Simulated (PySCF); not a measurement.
CH₃BF₂, SMILES CB(F)F. Atoms are numbered in the order given.

```xyz
7

B      0.0378    -0.0338     0.0603
F      1.3573    -0.2317     0.0142
F     -0.6083    -0.6626     1.0450
C     -0.7066     0.8476    -0.9962
H     -1.6544     1.2657    -0.6067
H     -0.9683     0.2038    -1.8651
H     -0.0678     1.6636    -1.3856
```

Geometry optimised at PBE-D3(BJ)/def2-SVP.

Calculation: B3LYP/pcJ-1 in PySCF.

Isotropic couplings with Fermi-contact, spin-dipole and both spin-orbit terms, one fixed conformer, no vibrational averaging. Isotopes: 11B, 13C, 19F, 1H.

Computed spin–spin coupling constants:
| pair | bonds apart | J (Hz) |
|---|---|---|
| B1–F2 | 1 | -155.3 |
| B1–F3 | 1 | -155.5 |
| B1–C4 | 1 | 86.3 |
| C4–H5 | 1 | 133.3 |
| C4–H6 | 1 | 120.3 |
| C4–H7 | 1 | 132.4 |
| B1–H5 | 2 | -6.2 |
| B1–H6 | 2 | -6.7 |
| B1–H7 | 2 | -6.2 |
| F2–F3 | 2 | -224.6 |
| F2–C4 | 2 | 32.9 |
| F3–C4 | 2 | 33.1 |
| H5–H6 | 2 | -18.1 |
| H5–H7 | 2 | -11.9 |
| H6–H7 | 2 | -18.6 |
| F2–H5 | 3 | 22.5 |
| F2–H6 | 3 | 1.8 |
| F2–H7 | 3 | -0.9 |
| F3–H5 | 3 | -0.8 |
| F3–H6 | 3 | 2.7 |
| F3–H7 | 3 | 21.1 |
